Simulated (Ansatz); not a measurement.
```xyz
16

C    -0.8233   -0.7674   -0.7585
C    -0.7341   -0.7983    0.7879
C    -0.7942    0.8278   -0.7789
C    -0.7585    0.7355    0.7886
C     0.8044   -0.8235   -0.7800
C     0.8045   -0.7602    0.8186
C     0.7873    0.7773   -0.8292
C     0.7863    0.7504    0.8198
H    -1.3984   -1.4474   -1.3801
H    -1.3800   -1.4494    1.4044
H    -1.4432    1.4539   -1.4200
H    -1.4497    1.3825    1.3987
H     1.4211   -1.4572   -1.4377
H     1.3825   -1.4166    1.4527
H     1.3998    1.4411   -1.4534
H     1.4615    1.4223    1.4011
```

Basis set: 6-31G* (spherical functions). Correlated methods keep 8 orbitals frozen. Charge 0, multiplicity 1.

Computed with Ansatz (development build ahead of 0.2.0); each method stands on the lowest determinant of its kind that the runs found. Restricted open shells among the atoms or ions are ROHF, correlated in semicanonical orbitals with singles.

Question: Give the atomization energy at this shape (free ground-state atoms in the same class of orbitals less the molecule, no zero-point energy) of singlet C8H8 by RHF-MP2, RHF.

Answer:

| method | atomization energy |
| --- | --- |
| RHF-MP2 | 1602.26 kcal/mol |
| RHF | 1237.42 kcal/mol |

Caution: the shape is not the minimum.
